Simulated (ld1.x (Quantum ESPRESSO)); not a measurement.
**Reading a pseudo-wave (chlorine)**

Columns: radius, all-electron u(r) and pseudo u(r) of the 3s shell (level -20.69 eV) of chlorine in the configuration [Ne] 3s2 3p5; PBE, scalar-relativistic, TM scheme, ld1.x (Quantum ESPRESSO) 7.5.

```csv
r (bohr),all-electron,pseudo
0.060,0.2215,0.0241
0.120,0.0029,0.0488
0.180,-0.2390,0.0750
0.240,-0.3893,0.1034
0.300,-0.4361,0.1348
0.360,-0.3996,0.1699
0.420,-0.3060,0.2097
0.480,-0.1786,0.2547
0.540,-0.0356,0.3054
0.600,0.1103,0.3619
0.660,0.2503,0.4237
0.720,0.3789,0.4897
0.780,0.4931,0.5579
0.840,0.5918,0.6258
0.900,0.6747,0.6902
0.960,0.7424,0.7482
1.020,0.7956,0.7972
1.080,0.8353,0.8355
1.140,0.8627,0.8627
1.200,0.8793,0.8793
1.260,0.8865,0.8865
1.320,0.8856,0.8856
1.380,0.8778,0.8778
1.440,0.8643,0.8643
1.500,0.8462,0.8462
1.560,0.8243,0.8243
```

(1) How many radial nodes do the two functions have?

(2) At about which radius was the pseudo-wave matched?

(3) Is the pseudo-wave norm-conserving?

Results:

(1) The all-electron 3s function has n − l − 1 = 2; the pseudo-wave has 0, since the states of the same l below it are removed with the core.

(2) 1.20 bohr. The columns agree to 0.0005 from 1.08 bohr on; several derivatives are matched, so the curves merge somewhat inside the radius.

(3) Yes: the TM scheme keeps the norm inside the radius equal to the all-electron one, which fixes the energy derivative of the logarithmic derivative at the level.
